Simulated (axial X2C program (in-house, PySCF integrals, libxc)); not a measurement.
# Outer orbitals of GeH⁺ at 1.585 Å, PBE0

Calculated with an in-house relativistic program for diatomic molecules. Spin-free means the one-electron spin-free X2C Hamiltonian; two-component (2c) means X2C with spin–orbit coupling and atomic mean-field two-electron Coulomb and Gaunt terms, so the difference of the two also holds small scalar two-electron terms. Basis: Ge dyall-cv3z [9s9p7d4f1g], H dyall-v3z [6s2p1d] (cores contracted in-house); Gaussian nuclei, density fitting, unrestricted open shells. Masses: Ge 73.921 u, H 1.008 u.

The distance is close to the 2c PBE0 minimum; the highest filled and lowest empty levels are listed.

Spin-free orbitals, state M_S = 0, Λ = 0 (closed shell) (Löwdin shares):

```csv
symmetry,occupied,ε (eV),atomic character
σα,yes,-21.90,"69% Ge s, 25% H s, 5% H p"
σα,yes,-15.11,"53% Ge p, 29% H s, 14% Ge s"
π+α,no,-10.20,"96% Ge p, 3% H p"
π-α,no,-10.20,"96% Ge p, 3% H p"
σα,no,-5.03,"26% Ge d, 25% Ge p, 24% H s"
σα,no,-2.97,"41% Ge s, 35% H s, 17% Ge d"
```

One partner of each degenerate Kramers or spin pair is listed.

Spinors with spin–orbit coupling (state Ω = 0):

```json
{"ω": "1/2", "occupied": "yes", "ε (eV)": "-21.90", "atomic character": "69% Ge s, 25% H s, 5% H p", "λ mixture": "100% σ"}
{"ω": "1/2", "occupied": "yes", "ε (eV)": "-15.11", "atomic character": "53% Ge p, 29% H s, 14% Ge s", "λ mixture": "100% σ"}
{"ω": "1/2", "occupied": "no", "ε (eV)": "-10.26", "atomic character": "96% Ge p, 3% H p", "λ mixture": "100% π"}
{"ω": "3/2", "occupied": "no", "ε (eV)": "-10.12", "atomic character": "96% Ge p, 3% H p", "λ mixture": "100% π"}
{"ω": "1/2", "occupied": "no", "ε (eV)": "-5.03", "atomic character": "26% Ge d, 25% Ge p, 24% H s", "λ mixture": "100% σ"}
{"ω": "1/2", "occupied": "no", "ε (eV)": "-2.97", "atomic character": "41% Ge s, 35% H s, 17% Ge d", "λ mixture": "100% σ"}
```

One partner of each degenerate Kramers or spin pair is listed.

Task: How does the gap between the highest filled and lowest empty level change from the spin-free to the 2c table?

Result: From 4.91 to 4.85 eV at PBE0, a change of -0.06 eV.

Mulliken charges and populations of the two-component result (they depend on the basis, above all on diffuse functions):

Ge 1.06 e (s 7.91 p 12.99 d 10.03), H -0.06 e (s 1.03 p 0.03).

The state is one determinant whose occupation by symmetry is held fixed; it was picked as the lowest of a PBE0 search that is not exhaustive.
